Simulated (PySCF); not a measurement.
Delta-SCF ions had no search for a lower state. Excitations are Tamm–Dancoff values on a coarser integration grid. The basis has no diffuse functions, so Rydberg states are missing or too high.

**dipyrimidinyl-diphenyl diode `Sc1ccc(-c2ccc(-c3ncc(-c4ncc(S)cn4)cn3)cc2)cc1` (charge 0, multiplicity 1)**

These are CAM-B3LYP-D3(BJ)/def2-SVP // PBE-D3(BJ)/def2-SVP in PySCF values and carry that method's errors.

| Quantity | Result |
|---|---|
| HOMO | -6.95 eV |
| dipole moment | 3.85 D |
| LUMO | -1.22 eV |
| HOMO–LUMO gap | 5.72 eV |
| S1 excitation (TDA) | 3.90 eV |
| S1 oscillator strength | 2.30 |
| brightest of the four lowest singlets (TDA) | 3.90 eV |
| T1 excitation (TDA) | 2.79 eV |
| S1–T1 gap (TDA) | 1.11 eV |
| vertical ionisation energy (Delta-SCF) | 7.35 eV |
| vertical electron affinity (Delta-SCF) | 0.89 eV |
| total energy | -48559.40 eV |
| cost | around 2.8 core-hours (rough) |

```xyz
40

S      9.2532    -0.4838     0.6803
C      7.4864    -0.3554     0.6075
C      6.8345    -0.8515    -0.5429
C      5.4435    -0.7799    -0.6527
C      4.6461    -0.2108     0.3685
C      3.1729    -0.1373     0.2459
C      2.4468    -1.1237    -0.4660
C      1.0575    -1.0586    -0.5813
C      0.3365     0.0017     0.0115
C     -1.1349     0.0730    -0.1092
N     -1.7586    -0.9236    -0.7829
C     -3.0853    -0.8548    -0.8856
C     -3.8397     0.2025    -0.3294
C     -5.3066     0.2720    -0.4475
N     -5.9326     1.3375     0.1013
C     -7.2585     1.3983    -0.0058
C     -8.0136     0.3983    -0.6641
S     -9.7680     0.5398    -0.7698
C     -7.2589    -0.6705    -1.2014
N     -5.9340    -0.7345    -1.0969
C     -3.0880     1.1884     0.3485
N     -1.7616     1.1300     0.4619
C      1.0503     0.9920     0.7225
C      2.4394     0.9209     0.8366
C      5.3154     0.2836     1.5122
C      6.7062     0.2137     1.6363
H      9.3974     0.0997     1.9022
H      7.4249    -1.2890    -1.3626
H      4.9647    -1.1501    -1.5715
H      2.9840    -1.9738    -0.9122
H      0.4940    -1.8302    -1.1248
H     -3.6040    -1.6621    -1.4312
H     -7.7594     2.2741     0.4464
H     -9.9581    -0.6240    -1.4529
H     -7.7621    -1.4998    -1.7343
H     -3.6093     2.0452     0.8096
H      0.4830     1.8190     1.1726
H      2.9764     1.7185     1.3713
H      4.7308     0.7085     2.3418
H      7.1895     0.5971     2.5483
```
Charge 0, spin multiplicity 1.
